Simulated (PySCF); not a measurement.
Choosing a molecule for a target property.

Species are written as SMILES; each is one conformer at its optimised geometry, gas phase, non-relativistic unless stated. Electronic properties by PySCF.

The conformers computed, where there is a choice (atom-mapped SMILES and torsion angles):
- `[CH2:1]=[C:2]=[CH:3][CH2:4][c:5]1[cH:6][cH:7][n:8][cH:9][cH:10]1`: C2–C3–C4–C5 -118°, C3–C4–C5–C6 -139°
- `[CH2:1]=[C:2]=[CH:3][CH2:4][c:5]1[cH:6][cH:7][cH:8][cH:9][n:10]1`: C2–C3–C4–C5 -117°, C3–C4–C5–C6 76°
- `[CH2:1]=[N:2][C:3]1=[CH:4][C@H:5]2[CH:6]=[CH:7][C@@H:8]1[CH:9]=[CH:10]2`: C1–N2–C3–C4 49°
- `[CH2:1]=[C:2]1[CH:3]=[CH:4][C:5]([C@@H:6]([CH3:7])[C:8]#[N:9])=[CH:10]1`: C4–C5–C6–C7 -68°
- `[CH2:1]=[CH:2][C:3](=[CH2:4])[c:5]1[cH:6][cH:7][n:8][cH:9][cH:10]1`: C1–C2–C3–C4 180°, C2–C3–C5–C6 -90°
- `[CH:1]#[C:2][CH2:3][C:4](=[CH2:5])[C:6](=[CH2:7])[CH2:8][C:9]#[N:10]`: C2–C3–C4–C5 99°, C3–C4–C6–C7 -139°, C4–C6–C8–C9 -81°

The conformers of `N#CCC1=C[C@@H]2C=C[C@H]1C2` aren't listed.

Problem. Wanted: HOMO energy above -8 eV (wB97X-D/def2-SVPD) and electronic spatial extent ⟨r²⟩ about the centre of nuclear charge below 1700 bohr² (wB97X-D/def2-SVPD), at PBE0-D3(BJ)/def2-SVP geometries. Which candidate meets both?
A. `C=C=CCc1ccccn1`
B. `C=C1C=CC([C@@H](C)C#N)=C1`
C. `C=NC1=C[C@H]2C=C[C@@H]1C=C2`
D. `C=CC(=C)C1=CC=NC=C1`
E. `C=C=CCC1=CC=NC=C1`

Solution. C. Computed values:
```
                    species  HOMO energy  electronic spatial extent ⟨r²⟩ about the centre of nuclear charge
          C=C=CCC1=CC=NC=C1     -9.28 eV                                                         1870 bohr²
             C=C=CCc1ccccn1     -8.94 eV                                                         1816 bohr²
        C=CC(=C)C1=CC=NC=C1     -8.79 eV                                                         1452 bohr²
  C=C1C=CC([C@@H](C)C#N)=C1     -8.56 eV                                                         1639 bohr²
C=NC1=C[C@H]2C=C[C@@H]1C=C2     -7.71 eV                                                         1213 bohr²
```

Problem. Wanted: vertical ionisation energy above 8.9 eV (ΔSCF wB97X-D/def2-SVPD) and dipole moment above 3 D (wB97X-D/def2-SVPD), at PBE0-D3(BJ)/def2-SVP geometries. Which candidate meets both?
A. `C=C=CCc1ccccn1`
B. `C=C1C=CC([C@@H](C)C#N)=C1`
C. `C=NC1=C[C@H]2C=C[C@@H]1C=C2`
D. `C#CCC(=C)C(=C)CC#N`
E. `C=CC(=C)c1ccncc1`

Solution. D. Computed values:
```csv
species,vertical ionisation energy,dipole moment
C=NC1=C[C@H]2C=C[C@@H]1C=C2,7.75 eV,1.40 D
C=C1C=CC([C@@H](C)C#N)=C1,8.54 eV,4.62 D
C=CC(=C)c1ccncc1,8.87 eV,2.45 D
C=C=CCc1ccccn1,8.99 eV,1.99 D
C#CCC(=C)C(=C)CC#N,9.25 eV,3.86 D
```

Problem. Wanted: lowest singlet excitation above 3.8 eV (TDDFT wB97X-D/def2-SVPD) and HOMO–LUMO gap above 10 eV (wB97X-D/def2-SVPD), at PBE0-D3(BJ)/def2-SVP geometries. Which candidate meets both?
A. `N#CCC1=C[C@@H]2C=C[C@H]1C2`
B. `C=C=CCC1=CC=NC=C1`
C. `C=NC1=C[C@H]2C=C[C@@H]1C=C2`
D. `C=C1C=CC([C@@H](C)C#N)=C1`

Solution. B. Computed values:
```
                    species  lowest singlet excitation  HOMO–LUMO gap
  C=C1C=CC([C@@H](C)C#N)=C1                    3.57 eV        8.00 eV
C=NC1=C[C@H]2C=C[C@@H]1C=C2                    4.10 eV        8.44 eV
          C=C=CCC1=CC=NC=C1                    5.09 eV       10.19 eV
 N#CCC1=C[C@@H]2C=C[C@H]1C2                    5.22 eV        9.73 eV
```

Problem. Wanted: static isotropic polarisability between 105 au and 110 au (wB97X-D/def2-SVPD) and smallest rotational constant above 0.7 GHz (PBE0-D3(BJ)/def2-SVP), at PBE0-D3(BJ)/def2-SVP geometries. Which candidate meets both?
A. `C#CCC(=C)C(=C)CC#N`
B. `C=NC1=C[C@H]2C=C[C@@H]1C=C2`
C. `C=C1C=CC([C@@H](C)C#N)=C1`
D. `C=C=CCc1ccncc1`

Solution. A. Computed values:
| species | static isotropic polarisability | smallest rotational constant |
| --- | --- | --- |
| C=NC1=C[C@H]2C=C[C@@H]1C=C2 | 102.7 au | 1.150 GHz |
| C#CCC(=C)C(=C)CC#N | 107.3 au | 0.819 GHz |
| C=C1C=CC([C@@H](C)C#N)=C1 | 112.3 au | 0.736 GHz |
| C=C=CCc1ccncc1 | 114.6 au | 0.586 GHz |
